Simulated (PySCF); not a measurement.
Ligands exchanged one at a time, Ga CH3-OH. Isolated molecules, 0 K electronic values unless said otherwise. One relaxed conformer stands for each flexible species; it need not be the lowest. Strings in code marks are SMILES.

These are PBE-D3(BJ)/def2-TZVP // M06-2X/def2-TZVP in PySCF values and carry that method's errors. All candidates: neutral, multiplicity 1. Excitations are Tamm–Dancoff values on a coarser integration grid. The basis has no diffuse functions, so Rydberg states are missing or too high.

```json
{
 "S1 excitation (TDA)": "4.94 eV",
 "T1 excitation (TDA)": "4.64 eV",
 "LUMO": "-1.37 eV"
}
```

Q: Say which member has these values.
(A) `[CH3][Ga]([CH3])[OH]` (C–Ga–O–H torsion 180°)
(B) `[OH][Ga]([OH])[OH]`
(C) `[CH3][Ga]([CH3])[CH3]`
(D) `[CH3][Ga]([OH])[OH]` (O–Ga–O–H torsion 180°, O–Ga–O–H torsion 0°)

A: C, `[CH3][Ga]([CH3])[CH3]`. The others give `[CH3][Ga]([OH])[OH]` (O–Ga–O–H torsion 180°, O–Ga–O–H torsion 0°): 5.77 eV, 5.50 eV, -1.08 eV; `[OH][Ga]([OH])[OH]`: 5.45 eV, 5.14 eV, -1.87 eV; `[CH3][Ga]([CH3])[OH]` (C–Ga–O–H torsion 180°): 5.46 eV, 5.18 eV, -1.06 eV
